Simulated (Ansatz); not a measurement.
Gas-phase reaction R1 → 3 P1 + P2, each structure at its B3LYP-D3(BJ)/def2-TZVP stationary point, reached from a drawn start (curvature not checked).
R1: O3S (SMILES O=S(=O)=O), charge 0, multiplicity 1.
P1: O atom, charge 0, multiplicity 3.
P2: S atom, charge 0, multiplicity 3.

P less R. No zero-point or thermal terms; singlets are restricted closed shells; open shells are unrestricted; no spin–orbit coupling.

Frozen-core correlation throughout.

Programs: Ansatz (a program for electronic structure). Each number belongs to the level named beside it.

PBE/def2-TZVPP gives 16.214 eV for the reaction energy.

Task: Where do these levels fall relative to PBE: r2SCAN/def2-TZVPP, B3LYP/def2-TZVPP, wB97M-V/def2-TZVPP, B2PLYP/def2-TZVPP, MP2/cc-pV(Q+d)Z, CCSD(T)/cc-pV(Q+d)Z.

Result: r2SCAN/def2-TZVPP -0.973; B3LYP/def2-TZVPP -1.829; wB97M-V/def2-TZVPP -1.392; B2PLYP/def2-TZVPP -1.647; MP2/cc-pV(Q+d)Z -0.137; CCSD(T)/cc-pV(Q+d)Z -1.703 eV. 0 of 6 lie above PBE; the widest gap is to B3LYP/def2-TZVPP.
